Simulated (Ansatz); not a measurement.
The cluster Be3⁺, relaxed as a doublet with UKS PBE0/def2-TZVP in Ansatz, starting from the GFN1-xTB geometry. Force threshold 0.02 eV/Å.

The structure comes from a short search, and lower isomers may exist.

Start:

Cartesian coordinates in Å:
```
Be 0.000 0.000 0.000
Be -1.291 1.382 0.294
Be 1.291 -1.383 -0.294
```

```tsv
step	energy (eV)	largest force component (eV/Å)	SCF passes
1	-1189.3128	1.588	133
2	-1189.8465	0.342	37
3	-1189.8894	0.009	37
```

Force components are those of the run's own axes.

End:

Cartesian coordinates in Å:
```
Be 0.000 0.000 0.000
Be -1.480 1.584 0.336
Be 1.480 -1.584 -0.336
```

By distances, no bond broke or formed. The bond that changes most is Be1–Be2, from 1.91 to 2.19 Å (atoms count from 1).

No frequencies were taken in this run, so the end may be a saddle point.

Hardware: 4 threads of Arm Neoverse V1 on a shared host. Wall time 2.9 s.
